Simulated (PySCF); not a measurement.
## A survey of 15N NMR shifts

Calculated, not measured (PySCF 2.14.0 with density-fitted response routines): geometry from GFN2-xTB, σ from GIAO-PBE0/pcSseg-1. Single conformer, one averaged value for each set of equivalent atoms, non-relativistic, gas phase.

Shieldings were converted by a linear fit to measured shifts: 15N: δ = -148.07 − 0.921σ (rms 6.3 ppm, 71 shifts vs CH3NO2, solution or neat liquid). A few per cent of atoms miss by over 2 rms, more outside the fitted compound classes.

(1) Give the 15N shifts of `C=C(C#N)C[SiH2]C(=O)O`, `C=C(C#N)C[SiH2]OC=O`, `N#C[C@H]1C[Si@H](C(=O)O)C1`, `CN([SiH3])C[SiH2]CC#N`, `C=C[Si@@H]1OC[C@@H](C#N)O1`, `C=C(C#N)[C@@H](C)C(C)=S`.

(2) Order these by 15N shift, lowest first.
A. SCCc1ccncc1
B. C#C[C@H](CC=C)C(N)=S
C. SC1(n2cccc2)CC1
D. C=CC(=O)[C@@H](C#N)O[SiH3]

Answers

(1) 
```json
{"compound": "C=C(C#N)C[SiH2]C(=O)O", "environment": "nitrile nitrogen", "δ (ppm)": "-104.3"}
{"compound": "C=C(C#N)C[SiH2]OC=O", "environment": "nitrile nitrogen", "δ (ppm)": "-101.2"}
{"compound": "N#C[C@H]1C[Si@H](C(=O)O)C1", "environment": "nitrile nitrogen", "δ (ppm)": "-116.4"}
{"compound": "[CH3:1][N:2]([SiH3:3])[CH2:4][SiH2:5][CH2:6][C:7]#[N:8]", "environment": "N8: nitrile nitrogen", "δ (ppm)": "-122.2"}
{"compound": "[CH3:1][N:2]([SiH3:3])[CH2:4][SiH2:5][CH2:6][C:7]#[N:8]", "environment": "N2: nitrogen bonded to 2 C, Si", "δ (ppm)": "-386.8"}
{"compound": "C=C[Si@@H]1OC[C@@H](C#N)O1", "environment": "nitrile nitrogen", "δ (ppm)": "-112.9"}
{"compound": "C=C(C#N)[C@@H](C)C(C)=S", "environment": "nitrile nitrogen", "δ (ppm)": "-96.2"}
```

(2) B (-256.3 ppm, thioamide-type nitrogen), C (-207.2 ppm, pyrrole-type ring nitrogen), D (-106.5 ppm, nitrile nitrogen), A (-65.8 ppm, pyridine-type ring nitrogen).
